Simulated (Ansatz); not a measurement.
```xyz
10

N    -0.310    0.844    0.323
C     0.634   -0.239   -0.188
Al   -0.893   -1.003    0.794
S     0.829   -0.299   -1.933
H    -0.782    1.305   -0.446
H     0.129    1.536    0.918
H     1.573   -0.178    0.355
H    -2.198   -1.391   -0.015
H    -0.640   -1.326    2.325
H     1.658    0.752   -2.133
```

Charge 0, multiplicity 1. The bonds changed during the relaxation, so this is another structure than the one it started from.

(1) List the PBE0/def2-TZVPP orbital energies in eV (Ansatz). (Estimate.)

## Answers

(1) Ansatz gave: Occupied: -2422.47, -1526.98, -392.78, -279.35, -217.77, -161.63, -161.52, -161.39, -112.88, -72.95, -72.85, -72.80, -26.14, -21.38, -17.64, -15.43, -13.68, -12.30, -11.65, -9.69, -9.24, -8.06, -7.13, -7.13. Lowest empty: -0.09, 0.32, 1.03, 1.28, 1.59, 2.07, 2.45, 2.94.
